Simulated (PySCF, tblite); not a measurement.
Isomers of C3H4F3NSi. Calculated harmonic vibrations of the isolated species, GFN2-xTB (tblite), most abundant isotopes, no scaling. The method is semi-empirical: single wavenumbers can be off by several per cent or more. Modes of hydrogen on silicon can be 10 to 20 % off. One conformer each.

Electronic energies: PBE0/pcSseg-1 single points on the GFN2-xTB geometries (PySCF, gas phase).

```tsv
SMILES	electronic energy, lowest = 0 (kJ/mol)
C[C@@H](C#N)[Si](F)(F)F	0.0
N#C[C@H]([SiH3])C(F)(F)F	510.5
[H]/N=C\C=C\[Si](F)(F)F	62.3
N#C[SiH2]C(F)(F)CF	556.5
C#C[Si@H](N)C(F)(F)F	546.9
[H]/N=C\C=C/[Si](F)(F)F	70.7
```

Q: How do GFN2-xTB zero-point energies change the relative energies?

A: 
| SMILES | ZPE (kJ/mol) | of it from modes above 1550 cm⁻¹ | electronic (kJ/mol) | with ZPE, lowest = 0 (kJ/mol) | lowest mode (cm⁻¹) | rings |
| --- | --- | --- | --- | --- | --- | --- |
| C[C@@H](C#N)[Si](F)(F)F | 189.3 | 86.4 | 0.0 | 0.0 | 25 | 0 |
| [H]/N=C\C=C\[Si](F)(F)F | 187.0 | 94.1 | 62.3 | 59.9 | 27 | 0 |
| [H]/N=C\C=C/[Si](F)(F)F | 187.3 | 93.9 | 70.7 | 68.7 | 27 | 0 |
| N#C[C@H]([SiH3])C(F)(F)F | 165.6 | 73.9 | 510.5 | 486.8 | 40 | 0 |
| C#C[Si@H](N)C(F)(F)F | 171.0 | 88.9 | 546.9 | 528.7 | 18 | 0 |
| N#C[SiH2]C(F)(F)CF | 170.6 | 77.7 | 556.5 | 537.7 | 45 | 0 |

The zero-point energies span 23.7 kJ/mol, from `N#C[C@H]([SiH3])C(F)(F)F` to `C[C@@H](C#N)[Si](F)(F)F`. The order is unchanged.

Q: And how do the electronic energies of GFN2-xTB itself compare?

A: `C[C@@H](C#N)[Si](F)(F)F` 0.0; `[H]/N=C\C=C\[Si](F)(F)F` 63.7; `[H]/N=C\C=C/[Si](F)(F)F` 64.7; `N#C[C@H]([SiH3])C(F)(F)F` 426.3; `C#C[Si@H](N)C(F)(F)F` 511.3; `N#C[SiH2]C(F)(F)CF` 512.7 kJ/mol, lowest = 0. Against the energies above, taken from the same isomer `C[C@@H](C#N)[Si](F)(F)F`, the largest difference is 84.2 kJ/mol.

Q: What do entropy and thermal enthalpy add at 298.15 K and 1 bar (rigid rotor, harmonic oscillator, one conformer each)?

A: 
```json
{"SMILES": "[H]/N=C\\C=C\\[Si](F)(F)F", "point group": "Cs", "symmetry number": "1", "S (J/(mol K))": "416.4", "H − H(0) (kJ/mol)": "27.84", "ZPE + H − H(0) − TS (kJ/mol)": "90.7"}
{"SMILES": "N#C[C@H]([SiH3])C(F)(F)F", "point group": "C1", "symmetry number": "1", "S (J/(mol K))": "398.4", "H − H(0) (kJ/mol)": "26.87", "ZPE + H − H(0) − TS (kJ/mol)": "73.7"}
{"SMILES": "N#C[SiH2]C(F)(F)CF", "point group": "C1", "symmetry number": "1", "S (J/(mol K))": "409.5", "H − H(0) (kJ/mol)": "27.99", "ZPE + H − H(0) − TS (kJ/mol)": "76.5"}
```

Not tabulated: `C[C@@H](C#N)[Si](F)(F)F` (lowest mode only 25 cm⁻¹); `[H]/N=C\C=C/[Si](F)(F)F` (point group not settled); `C#C[Si@H](N)C(F)(F)F` (lowest mode only 18 cm⁻¹).
